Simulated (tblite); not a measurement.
Compound: C7H6ClS (doublet state).
Atom-mapped SMILES: `[CH3:1]/[C:2]([Cl:3])=[CH:4]\[c:5]1[c:6][cH:7][cH:8][s:9]1` (hydrogens: H10, H11, H12 on C1; H13 on C4; H14 on C7; H15 on C8)

The geometry is computed with GFN2-xTB (gas phase). This method treats the open shell by occupation alone, without spin polarisation.

(1) List the bond lengths, angles and torsions at this level.

## Answers

(1) 
```
          bond  length (Å)
         C1–C2       1.486
        C2–Cl3       1.732
         C2=C4       1.338
         C4–C5       1.432
         C5–C6       1.344
         C6–C7       1.395
         C7–C8       1.364
         C8–S9       1.725
         C5–S9       1.775
C1–H10, C1–H12       1.089
        C1–H11       1.108
        C4–H13       1.079
        C7–H14       1.074
        C8–H15       1.073
```

Bonds in one row agree within 0.01 Å and their mean is given. A selection of angles:
```
    angle  degrees
C1–C2–Cl3    115.3
 C1–C2–C4    124.9
Cl3–C2–C4    119.8
 C2–C4–C5    121.7
 C4–C5–C6    130.2
 C4–C5–S9    121.7
 C6–C5–S9    108.1
 C5–C6–C7    117.7
 C6–C7–C8    110.2
 C7–C8–S9    113.0
 C5–S9–C8     90.9
```

Dihedral angles: C1–C2–C4–C5 0° (synperiplanar); C2–C4–C5–C6 0° (synperiplanar).

The 5-membered ring C5–C6–C7–C8–S9 has internal angles of 90.9° to 117.7°; it is planar, 0.00 Å rms from its mean plane, widest ring torsion 0°. Of the pairs four or more bonds apart, C6···H11 is among the closest relative to their van der Waals radii: 1.89 Å, 65 % of the sum of Bondi's values. C8 (carbon bonded to C, S and H) is planar (angles 128.0°, 119.0° and 113.0°, sum 360.0°, 0.00 Å off the plane of its three neighbours). The 9 heavy atoms lie in one plane (0.000 Å rms). The 6 C–C bonds span 1.338 Å (C2=C4, drawn double) to 1.486 Å (C1–C2, drawn single), a spread of 0.148 Å. C4 (carbon bonded to 2 C and H) is planar (angles 121.7°, 121.0° and 117.2°, sum 360.0°, 0.00 Å off the plane of its three neighbours). S9 (sulfur bonded to 2 C) is bent (angle 90.9°).

Point group: Cs (every atom within 0.08 Å of its image). Its GFN2-xTB frequencies are all real (lowest 79 cm⁻¹).

Hardware: an Arm Neoverse V1 with one thread, shared host with 32 logical CPUs at a one-minute load of 24. Cost: 0.9 s wall. That covers the optimisation of the geometry.

One conformer stands for the species.
